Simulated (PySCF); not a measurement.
Species: C11H15FO.
Atom-mapped SMILES: `[O:1]=[C:2]([F:3])[C@:4]12[CH2:5][C@H:6]3[CH2:7][C@H:8]([CH2:9][C@H:10]([CH2:11]3)[CH2:12]1)[CH2:13]2` (hydrogens: H14, H15 on C5; H16 on C6; H17, H18 on C7; H19 on C8; H20, H21 on C9; H22 on C10; H23, H24 on C11; H25, H26 on C12; H27, H28 on C13)

The closed-shell ground state was solved at several levels (PySCF, density fitting, gas phase, non-relativistic). Isolated species at its PBE0-D3(BJ)/def2-SVP geometry (one conformer only).

| level | basis functions | HOMO (eV) | LUMO (eV) | gap (eV) | dipole (D) |
| --- | --- | --- | --- | --- | --- |
| B3LYP/def2-SVPD | 386 | -8.05 | -0.64 | 7.41 | 3.60 |
| PBE0/pcSseg-1 | 296 | -8.21 | -0.20 | 8.01 | 3.47 |

Question: Estimate the row for B3LYP/pcJ-1, a basis of 501 functions; the other rows only guide the guess.

Answer: HOMO -7.99 eV, LUMO -0.47 eV, gap 7.52 eV, dipole 3.46 D.

Question: Over all these levels, which gives the widest orbital gap and which the narrowest?

Answer: PBE0/pcSseg-1 (global hybrid, 25 % exact exchange) has the widest, 8.01 eV, and B3LYP/def2-SVPD (global hybrid, 20 % exact exchange) the narrowest, 7.41 eV. Functional and basis both differ between the two, so the spread mixes both effects.

Question: How far do the dipole and the HOMO energy spread over the levels?

Answer: The dipole runs from 3.46 to 3.60 D (mean 3.51 D) and the HOMO from -8.21 to -7.99 eV.
